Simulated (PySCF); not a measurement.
Structure elucidation problem

An unknown has the formula C₅H₄FN. Its calculated NMR data are:

1H NMR (600 MHz, computed): δ 8.96 (dd, J = 9.1, 6.4 Hz, 2H), 7.18 (dd, J = 9.1, 6.4 Hz, 2H).

13C{1H} NMR (computed): δ 179.6 (C, d, J = 329.6 Hz), 158.0 (CH, d, J = 3.2 Hz, 2C), 116.6 (CH, d, J = 10.3 Hz, 2C).

[PySCF: spin–spin couplings from B3LYP/pcJ-1 (spin–dipole term only in couplings to heteroatoms); structure optimised with GFN2-xTB; shieldings: GIAO PBE0/pcSseg-1; isolated molecule; single conformer; non-relativistic Hamiltonian; equivalent nuclei averaged]

Referencing at the same level of theory: 1H (σref 31.72) and 13C (σref 186.93) against TMS.

Choose the structure that fits.
A. N#C[C@H]1CC=C1F
B. CC#C[C@@H](F)C#N
C. Fc1ccncc1
D. Fc1ccccn1
E. C=C/C(C#N)=C\F

Results:

C. 

The formula gives 4 degrees of unsaturation (1 ring in the answer). 3 carbon signals for 5 carbons: some carbons are equivalent by symmetry or fast rotation. Carbon types of the structure: 1 × C, 4 × CH, which accounts for all hydrogens. δC 179.6: aromatic carbon bearing fluorine; the electronegative substituent deshields the carbon that carries it. δC 158.0: aromatic CH next to a ring nitrogen; the adjacent pyridine-type nitrogen withdraws density from it. δC 116.6: aromatic CH. δH 8.96: hydrogen on an aromatic CH next to a ring nitrogen; ring current plus the neighbouring ring nitrogen. δH 7.18: hydrogen on an aromatic CH; ring-current deshielding. The protons at 7.18 and 8.96 share a coupling of 6.4 Hz (vicinal, an ortho-type coupling).

The others: C=C/C(C#N)=C\F would give 5 carbon signals, not 3; CC#C[C@@H](F)C#N would give 5 carbon signals, not 3; Fc1ccccn1 would give 5 carbon signals, not 3; N#C[C@H]1CC=C1F would give 5 carbon signals, not 3.

Common functionals overestimate the size of one-bond C–F couplings by tens of Hz; these are unscaled. Multiplet labels drop couplings under 1 Hz and merge nearly equal ones. Couplings among chemically equivalent protons are left out too, so labels in AA′BB′ or AA′XX′ sets are apparent multiplicities. Unscaled 3J(H,H) at this level run about 10 % above measured values. Shifts are as computed. Against solution values, carbons near 30 ppm lie about +3 ppm off and those near 130 ppm about +5 ppm. Of 1211 compounds with measured shifts, 218 miss one by over three times the rms of a fit or turn the order of signals round; such compounds aren't used in these exercises.
